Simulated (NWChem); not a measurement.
Species: ammonium (NH4 cation); SMILES [NH4+]

Program: NWChem. Pople sets run with spherical d functions. All runs use the structure optimised with PBE0-D3(BJ)/def2-TZVP. Field at 589 nm.

What does the run give for B3LYP/6-31G*? Quantities: isotropic polarisability (bohr³); anisotropy (bohr³).


* **isotropic polarisability (bohr³)**: 7.2
* **anisotropy (bohr³)**: 0.0
